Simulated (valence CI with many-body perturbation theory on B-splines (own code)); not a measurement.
Results of a calculation; reference values are marked as such.
## Cs XLVIII: what each term of the Hamiltonian does

Method: valence CI with perturbative core correlation (CI+MBPT): six valence electrons over a frozen Dirac-Fock core [He], a basis of 9 s, 9 p, 8 d, 6 f, 3 g, 1 h functions for each j, with the one-electron correlation potential Σ1 (screened to all orders), the two-electron term Σ2, the three-electron term Σ3, Breit, model QED; selected single and double excitations, second order for the rest, scaled by the run's own slope (own B-spline code, finite nucleus).

No measured spectrum was set against this ion. As an estimate, large intervals hold to a few tenths of a per cent, small ones and those within an open d or f shell to about a per cent. Among the levels kept, up to 2400 cm⁻¹ of a level comes from second order outside the variational space, and about a tenth of that is noise between levels of different J, which matters for small intervals.

Each rung adds one term. CI alone is the Dirac-Coulomb CI over the frozen core; QED comes last and gives the full result, which names the levels. Energies are above (2s^2 2p1/2^2 2p3/2^2) J=2 on the same rung, in eV.

Levels are named by their leading jj configuration (3d3/2^4 stands for four electrons in 3d with j = 3/2), which in mixed levels can hold well under half, so a name can repeat and another be missing.

```
                         Level  CI alone
    (2s^2 2p1/2^2 2p3/2^2) J=0      35.9
      (2s^2 2p1/2 2p3/2^3) J=1     366.0
      (2s^2 2p1/2 2p3/2^3) J=2     385.8
      (2s 2p1/2^2 2p3/2^3) J=2     635.6
      (2s 2p1/2^2 2p3/2^3) J=1     689.6
            (2s^2 2p3/2^4) J=0     764.3
        (2s 2p1/2 2p3/2^4) J=0    1009.7
        (2s 2p1/2 2p3/2^4) J=1    1043.5
         (2p1/2^2 2p3/2^4) J=0    1356.0
   (2s^2 2p1/2^2 2p3/2 3s) J=2    4638.1
   (2s^2 2p1/2^2 2p3/2 3s) J=1    4644.6
(2s^2 2p1/2^2 2p3/2 3p1/2) J=1    4715.9
(2s^2 2p1/2^2 2p3/2 3p1/2) J=2    4718.6
(2s^2 2p1/2^2 2p3/2 3p3/2) J=3    4822.2
(2s^2 2p1/2^2 2p3/2 3p3/2) J=1    4822.0
(2s^2 2p1/2^2 2p3/2 3p3/2) J=2    4841.0
```

What do these energies become with core correlation, Breit and QED?

(2s^2 2p1/2^2 2p3/2^2) J=0 39.1 (+3.18); (2s^2 2p1/2 2p3/2^3) J=1 362.9 (-3.05); (2s^2 2p1/2 2p3/2^3) J=2 379.7 (-6.08); (2s 2p1/2^2 2p3/2^3) J=2 629.5 (-6.08); (2s 2p1/2^2 2p3/2^3) J=1 684.1 (-5.52); (2s^2 2p3/2^4) J=0 756.9 (-7.43); (2s 2p1/2 2p3/2^4) J=0 1000.4 (-9.31); (2s 2p1/2 2p3/2^4) J=1 1032.6 (-10.94); (2p1/2^2 2p3/2^4) J=0 1345.2 (-10.83); (2s^2 2p1/2^2 2p3/2 3s) J=2 4635.0 (-3.18); (2s^2 2p1/2^2 2p3/2 3s) J=1 4641.6 (-3.00); (2s^2 2p1/2^2 2p3/2 3p1/2) J=1 4713.3 (-2.66); (2s^2 2p1/2^2 2p3/2 3p1/2) J=2 4715.1 (-3.48); (2s^2 2p1/2^2 2p3/2 3p3/2) J=3 4817.1 (-5.17); (2s^2 2p1/2^2 2p3/2 3p3/2) J=1 4817.2 (-4.86); (2s^2 2p1/2^2 2p3/2 3p3/2) J=2 4836.3 (-4.73).

How does the ionisation energy move along the ladder, and which term matters most?

CI alone 8490.6, + Σ1 8490.9, + Σ2 8491.2, + Σ3 8491.0, + Breit 8484.4, + QED 8483.9 eV. The largest step is Breit, -6.6 eV. NIST lists 8484 ± 4 eV (theoretical).
